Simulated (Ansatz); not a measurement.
The cluster Si₂W₂⁻, relaxed as a doublet with UKS PBE0-D4/def2-SVPD in Ansatz, starting from the GFN2-xTB geometry. Force threshold 0.02 eV/Å.

In the def2 sets W takes a core potential; there is no spin–orbit coupling. The charge -1 doublet is spin-contaminated (final ⟨S²⟩ up to 1.87, 0.75 for a pure state). The relaxation made no stability test and no search for a lower SCF solution. At PBE0-D4/def2-SVPD a quartet of charge -1 lies 0.42 eV below the doublet, each at its own geometry. The structure comes from a short search, and lower isomers may exist.

Start:

```xyz
4

W     0.760    0.526    1.434
W    -0.182   -1.596    0.576
Si    0.657    1.177   -0.936
Si   -1.235   -0.107   -1.074
```

Problem. Estimate the energy that the relaxation releases and the steps that it takes.

Solution. 92.1 kJ/mol, in 8 steps; 35 s on 4 threads of Arm Neoverse V1 on a shared host. The force fell under the threshold at step 5, but the optimiser went on. No frequencies were taken in this run, so the end may be a saddle point.

Problem. Does the start keep its bonding?

Solution. By distances, no bond broke or formed. The bond that changes most is W2–Si3, from 3.27 to 2.63 Å (atoms count from 1).

Problem. Predict the relaxed structure.

Solution. 
```xyz
4

W     0.658    0.486    1.544
W     0.047   -1.303    0.417
Si    0.706    0.882   -0.888
Si   -1.412   -0.065   -1.072
```
Bond lengths (bridged metal pairs left out): 3 × Si–W 2.42 to 2.63 Å; 1 × W–W 2.20 Å; 1 × Si–Si 2.33 Å.
